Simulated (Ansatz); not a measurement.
H8InNO3Si, SMILES `[OH][In-]([OH])([OH])[NH2+][SiH3]`. Total charge 0; spin multiplicity 1. In: def2 effective core potential. The structure was optimised at the PBE0-D4/def2-TZVP level. It is one conformer, not always the lowest.

```xyz
14

O    -2.466    1.141    0.333
In   -0.475    1.161    0.498
O     0.379    0.130    1.991
O     0.576    2.609   -0.392
N    -0.007   -0.481   -1.063
Si    0.856   -1.879   -0.363
H    -2.893    0.829    1.133
H     1.148    0.574    2.355
H     0.036    3.368   -0.621
H     0.526    0.007   -1.777
H    -0.908   -0.722   -1.465
H     2.158   -1.394    0.134
H     1.083   -2.882   -1.439
H    -0.013   -2.462    0.677
```

**Question.** What is the dipole moment at r2SCAN/def2-TZVPP? (Best estimate.)

**Answer.** Computed: 2.52 D, with components (0.53, -1.79, -1.69) D in this frame, pointing from negative to positive charge.

**Question.** And with PBE, B3LYP, ωB97M-V? (Best estimate.)

**Answer.** Computed: PBE 2.49 D, B3LYP 2.53 D, ωB97M-V 2.51 D.

**Question.** Give the Mulliken charges with r2SCAN, ωB97M-V, PBE in def2-TZVPP. (Best estimate.)

**Answer.** Computed: 
```
atom  r2SCAN  ωB97M-V    PBE
  O1   -0.58    -0.55  -0.51
 In2    0.97     0.97   0.81
  O3   -0.60    -0.57  -0.53
  O4   -0.58    -0.55  -0.51
  N5   -0.37    -0.37  -0.32
 Si6    0.36     0.24   0.27
  H7    0.19     0.17   0.18
  H8    0.20     0.17   0.18
  H9    0.19     0.17   0.18
 H10    0.17     0.16   0.18
 H11    0.18     0.16   0.18
 H12   -0.04     0.01  -0.03
 H13   -0.07    -0.02  -0.05
 H14   -0.03     0.02  -0.01
```

B3LYP here is the variant with VWN-RPA as its local correlation; programs differ in this.
